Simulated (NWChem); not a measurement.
WO₃; SMILES [O]=[W](=[O])=[O]

Computed with NWChem. Medium grid unless said otherwise, to which SCAN and Minnesota functionals are sensitive. Structure relaxed at the PBE0/def2-SVP level. def2 effective core potentials on W; no spin-orbit coupling. B3LYP is NWChem's, with the RPA form of VWN correlation.

Order these by “orbital gap (eV)”, lowest first: BHandHLYP/def2-SVP; PBE/def2-SVP; B3LYP/def2-SVP; M06-L/def2-SVP; MN15/def2-SVP.

PBE/def2-SVP (1.97), M06-L/def2-SVP (2.77), B3LYP/def2-SVP (3.62), MN15/def2-SVP (5.62), BHandHLYP/def2-SVP (6.31)
